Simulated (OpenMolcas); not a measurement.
Ti2+: effect of the metal basis

Ti2+ with its 6 nearest bromide ions at 2.796 Å, on the Ca site of CsCaBr3 (a = 5.69 Å, distance in the model lattice 2.845 Å). The rest of the host is ab initio model potentials to 7.6 Å and point charges beyond; the distance is set by hand and nothing relaxes.

```yaml
Program: OpenMolcas 26.06
Method: CASSCF
Spin-orbit_coupling: state interaction with AMFI integrals over the reference wave functions
```

Fixed: ligand basis ANO-RCC-VDZP, active space 2 electrons in 5 orbitals (3d), DKH2 Hamiltonian.

States (labels of O, the rotations of Oh). Energies in cm-1 above the lowest state or level, χT in cm3 K/mol; under a threefold ground state the first gap can be a small split of the lowest multiplet, not the spin-orbit step; 10Dq and B are least-squares fits to the states below 45000 cm-1, weighted by degeneracy, with a free offset, and given where the rms deviation is under 5 % of |10Dq| (or 100 cm-1) and under 700 cm-1.

```
Run   Metal basis  Ground state  First state of that spin  10Dq  B (rms of fit)  First gap with spin-orbit (degeneracies)  χT at 300 K  First state of another spin                      Cost
  A  ANO-RCC-VDZP           3T1                  3T2 4935  5854        826 (79)                                3.5 (2, 3)        1.145                    1T2 11337   roughly 70 core-seconds
  B  ANO-RCC-VTZP           3T1                  3T2 4851  5772        831 (87)                                3.6 (2, 3)        1.146                    1T2 11387  roughly 2.8 core-minutes
```

Against A, |10Dq| changes by -1.4 % in B.

Costs are those of the RASSCF and RASSI steps.

An orbital triplet at a regular site is open to Jahn-Teller coupling, which can distort the site and quench the lowest spin-orbit gaps and is left out. Without dynamic correlation the repulsion within the d shell is too large (B by tens of per cent), so at a given field states of lower spin stand too high. Ligand-to-metal charge-transfer states are missing. With no ligand orbital active B as a rule stays too high, so bands that hang on it stand too high and its fall with covalency is understated. With metal d orbitals alone and no dynamic correlation the field as a rule comes out too small, by tens of per cent, by up to half for chloride and softer ligands. No measured value stands beside these numbers; the geometry was set by hand and not optimised.
